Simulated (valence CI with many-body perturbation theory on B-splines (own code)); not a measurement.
**Os⁶³⁺: calculated level list**

Method: relativistic CI+MBPT: three valence electrons over a frozen Dirac-Fock core [Ne], radial functions for each j: 11 s, 11 p, 10 d, 8 f, 5 g, 2 h, with the one-electron correlation potential Σ1, the two-electron term Σ2, the three-electron term Σ3, Breit, model QED; selected CI, second order for the rest, scaled by the run's own slope (own B-spline code, finite nucleus).

The last digits are not significant, and no measured levels were compared; by estimate large intervals hold to a few tenths of a per cent, small ones and those within an open d or f shell to about a per cent.

Levels 136 to 157 of 157, with energies above the lowest level, (3s^2 3p1/2) J=1/2. "Leading %" is the weight of the configuration and term that name the level; weights of strongly mixed levels are sums over their largest components and can fall short. In the jj column 3d3/2^4 stands for four electrons in 3d with j = 3/2.

```csv
No.,Configuration,Term,J,E (eV),Leading %,Leading jj,Second component
136,3d3,2D,5/2,2388.2,45,3d3/2^2 3d5/2 (97 %),30 % 3d3 4P
137,3d3,4F,7/2,2439.3,68,3d3/2 3d5/2^2 (99 %),30 % 3d3 2G
138,3d3,4F,9/2,2443.8,50,3d3/2 3d5/2^2 (99 %),40 % 3d3 2H
139,3d3,4P,3/2,2452.1,40,3d3/2 3d5/2^2 (99 %),38 % 3d3 2D
140,3d3,2H,11/2,2453.3,100,3d3/2 3d5/2^2 (100 %),
141,3d3,2P,1/2,2455.8,57,3d3/2 3d5/2^2 (100 %),42 % 3d3 4P
142,3d3,4P,5/2,2456.3,41,3d3/2 3d5/2^2 (97 %),38 % 3d3 2D
143,3d3,2F,7/2,2466.2,78,3d3/2 3d5/2^2 (99 %),20 % 3d3 2G
144,3d3,2F,5/2,2466.7,44,3d3/2 3d5/2^2 (98 %),40 % 3d3 2D
145,3d3,2D,3/2,2492.0,80,3d3/2 3d5/2^2 (97 %),15 % 3d3 2P
146,3d3,2G,9/2,2536.6,49,3d5/2^3 (99 %),39 % 3d3 4F
147,3d3,2P,3/2,2554.7,42,3d5/2^3 (97 %),41 % 3d3 2D
148,3d3,2D,5/2,2566.8,59,3d5/2^3 (97 %),22 % 3d3 2F
149,3s2 4s,2S,1/2,3221.1,99,3s^2 4s (99 %),
150,3s2 4p,2P°,1/2,3299.4,98,3s^2 4p1/2 (98 %),
151,3s 3p 4s,4P°,1/2,3369.6,85,3s 3p1/2 4s (99 %),14 % 3s 3p 4s 2P°
152,3s 3p 4s,4P°,3/2,3382.8,59,3s 3p1/2 4s (98 %),39 % 3s 3p 4s 2P°
153,3s 3p 4s,2P°,1/2,3395.9,94,3s 3p1/2 4s (99 %),5 % 3s 3p 4s 4P°
154,3s 3p 4p,4D,1/2,3442.0,71,3s 3p1/2 4p1/2 (100 %),20 % 3s 3p 4p 2P
155,3s 3p 4p,4D,3/2,3455.9,40,3s 3p1/2 4p1/2 (99 %),32 % 3s 3p 4p 2D
156,3s2 4p,2P°,3/2,3468.1,97,3s^2 4p3/2 (97 %),
157,3s 3p 4p,4P,1/2,3472.4,47,3s 3p1/2 4p1/2 (99 %),30 % 3s 3p 4p 2S
```
